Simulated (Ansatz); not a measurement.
Start from `BS[SiH2][SiH2][SiH3]` and change one atom or group to get `BS[SiH3]`.

Ansatz, PBE0-D4/def2-TZVP geometries, multiplicity 1. Each molecule was computed in one conformer, which needn't be the lowest.

```json
{"property": "HOMO–LUMO gap (PBE/def2-TZVPP) / eV", "`BS[SiH2][SiH2][SiH3]`": "4.22"}
{"property": "HOMO energy (B3LYP/def2-TZVPP) / eV", "`BS[SiH2][SiH2][SiH3]`": "-7.57"}
{"property": "size of the dipole moment (B3LYP/def2-TZVPP) / D", "`BS[SiH2][SiH2][SiH3]`": "1.06"}
{"property": "LUMO energy (PBE0/def2-TZVPP) / eV", "`BS[SiH2][SiH2][SiH3]`": "-1.61"}
{"property": "HOMO–LUMO gap (ωB97M-V/def2-TZVPP) / eV", "`BS[SiH2][SiH2][SiH3]`": "10.08"}
{"property": "HOMO energy (ωB97M-V/def2-TZVPP) / eV", "`BS[SiH2][SiH2][SiH3]`": "-9.77"}
```

(1) Give the same properties after the change, and the shifts. (An estimate is asked.)

Results:

(1) Ansatz gave: 
```csv
property,`BS[SiH3]`,shift
HOMO–LUMO gap (PBE/def2-TZVPP) / eV,4.63,0.41
HOMO energy (B3LYP/def2-TZVPP) / eV,-8.02,-0.45
size of the dipole moment (B3LYP/def2-TZVPP) / D,0.97,-0.09
LUMO energy (PBE0/def2-TZVPP) / eV,-1.58,0.03
HOMO–LUMO gap (ωB97M-V/def2-TZVPP) / eV,10.76,0.68
HOMO energy (ωB97M-V/def2-TZVPP) / eV,-10.41,-0.64
```

The zero-point energy changes by -91.1 kJ/mol with -18 modes. Dipoles are sizes alone; their direction can turn.

B3LYP here is the variant with VWN-RPA as its local correlation; programs differ in this.
